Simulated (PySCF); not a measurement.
Si(H)(F)(Br)(Me) (CH4BrFSi), SMILES C[SiH](F)Br.

The structure is a stationary point at PBE0-D3(BJ)/def2-SVP.

These are PySCF with PBE/def2-TZVP values and carry that method's errors.

The molecule is in vacuum.

The total energy is -3003.51015 hartree, the highest occupied level is -7.22 eV and the lowest empty level is -0.46 eV. The orbital gap comes out as 6.76 eV and the dipole moment is 2.09 D. The quadrupole, principal values (traceless, Buckingham form, about the centre of nuclear charge) comes out as -5.18, 0.45, 4.72 D·Å. The mean static polarisability is 57.1 bohr³ (8.46 Å³). The polarisability, principal values comes out as 47.8, 53.6, 69.7 bohr³.
